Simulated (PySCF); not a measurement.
# SMILES C1=CSC=C1C1=CC=CS1, C₈H₆S₂

Cartesian coordinates in Å; atom numbers follow the order of the lines, from 1:
```xyz
16

C    -2.762   -0.728    0.095
C    -2.964    0.559   -0.329
S    -1.480    1.396   -0.524
C    -0.552    0.016   -0.036
C     0.904    0.080    0.015
C     1.678    1.241   -0.314
C     3.023    1.042   -0.184
S     3.379   -0.554    0.338
C     1.719   -0.970    0.387
C    -1.388   -1.039    0.262
H    -3.574   -1.433    0.281
H    -3.907    1.063   -0.536
H     1.242    2.189   -0.635
H     3.827    1.753   -0.370
H     1.418   -1.972    0.689
H    -1.022   -2.012    0.592
```

Computed, not measured: PySCF 2.14.0, quadratic response CAM-B3LYP/aug-cc-pVDZ first hyperpolarisability, Taylor convention, gas phase. Geometry: PBE0-D3(BJ)/def2-SVP.

Give the tensor of the static β(0;0,0) in the axes of these coordinates.

In au, Taylor convention; rows are the first index (the induced dipole):
|  | xx | yy | zz | xy | xz | yz |
| --- | --- | --- | --- | --- | --- | --- |
| x | +65.1 | -22.3 | -7.1 | +40.6 | -9.1 | +8.8 |
| y | +40.6 | -12.9 | -10.2 | -22.3 | +8.8 | -5.8 |
| z | -9.1 | -5.8 | +11.5 | +8.8 | -7.1 | -10.2 |

Norm of βᵢ = ⅓ Σⱼ (βᵢⱼⱼ + βⱼᵢⱼ + βⱼⱼᵢ): 39.9 au, hyper-Rayleigh value 35.9 au.
